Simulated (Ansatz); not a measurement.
A nudged elastic band was laid between two geometries of CH4 + H2Sn (8 atoms, charge 0, multiplicity 1).

Theory: RKS PBE-D4/def2-SVP (Ansatz 0.2.0).

| Quantity | Value |
| --- | --- |
| movable images | 9 |
| climbing image | yes |
| spring | 5.0 eV/Å² |
| optimiser | quadratic models (default) |
| start path | through a guess of the saddle point |
| force threshold | 0.03 eV/Å |
| iteration limit | 60 |
| end points | relaxed |

First end point:

```xyz
8
Properties=species:S:1:pos:R:3
Sn -1.142 1.532 0.713
H 1.032 0.624 -0.338
C 0.939 -0.483 -0.435
H -0.022 -0.867 -0.034
H -2.208 0.657 -0.447
H -1.375 0.212 1.917
H 1.770 -0.940 0.132
H 1.005 -0.735 -1.509
```

Last end point:

```xyz
8
Properties=species:S:1:pos:R:3
Sn -1.031 1.129 0.545
H 0.734 -2.237 -0.564
C 0.716 0.578 -0.213
H 0.889 -2.978 -0.712
H -2.414 1.419 -0.431
H -1.371 1.067 2.228
H 1.581 0.396 0.443
H 0.898 0.625 -1.297
```

Q: What changes between the two ends?

A: Bonds broken: H2–C3, C3–H4. Bonds formed: Sn1–C3, H2–H4. CH4 + H2Sn becomes CH4Sn + H2.

Q: What energy profile does the band end with?

A: The forces met the threshold. The highest image is number 7 of 0 to 10, 2.85 eV above the first end and 0.65 eV above the last; the last end lies 2.20 eV above the first. The profile has 2 maxima (images 2, 7) with wells between them (image 4): this band takes more than one step, which may be the mechanism or a detour left from its start path. Neighbouring images differ by up to 2.2 eV, so the band resolves the path poorly. A vibrational analysis at the climbing image gives one clearly imaginary mode, 795i cm⁻¹: a first-order saddle point. The orbitals stay closed-shell, which can raise the energy where a bond breaks towards radicals; this wasn't checked here.

| image | path coordinate (Å) | energy (eV) | H2–C3 (Å) | C3–H4 (Å) | Sn1–C3 (Å) |
| --- | --- | --- | --- | --- | --- |
| 0 | 0.00 | 0.00 | 1.11 | 1.11 | 3.11 |
| 1 | 0.71 | 0.01 | 1.12 | 1.11 | 3.16 |
| 2 | 1.42 | 0.03 | 1.12 | 1.10 | 3.19 |
| 3 | 2.14 | 0.01 | 1.11 | 1.10 | 3.14 |
| 4 | 2.85 | 0.00 | 1.11 | 1.11 | 3.10 |
| 5 | 3.56 | 0.00 | 1.11 | 1.11 | 3.07 |
| 6 | 4.27 | 0.60 | 1.10 | 1.16 | 2.72 |
| 7 | 4.98 | 2.85 | 1.26 | 1.81 | 2.20 |
| 8 | 5.69 | 2.49 | 1.79 | 2.45 | 2.03 |
| 9 | 6.39 | 2.25 | 2.30 | 3.03 | 1.99 |
| 10 | 7.09 | 2.20 | 2.84 | 3.60 | 1.98 |

Q: What is the geometry of the highest image?

A: 
```xyz
8
Properties=species:S:1:pos:R:3
Sn -0.743 1.402 0.469
H 0.143 -1.198 -0.207
C 0.702 -0.072 -0.286
H 0.757 -1.864 -0.533
H -2.207 1.070 -0.464
H -1.217 0.755 2.045
H 1.616 -0.152 0.332
H 0.950 0.060 -1.356
```

The band took 15 iterations and about 4 core-minutes.

The run took 3.5 min on 1 thread of Arm Neoverse V2, with other jobs on the host, peak memory 0.12 GiB.
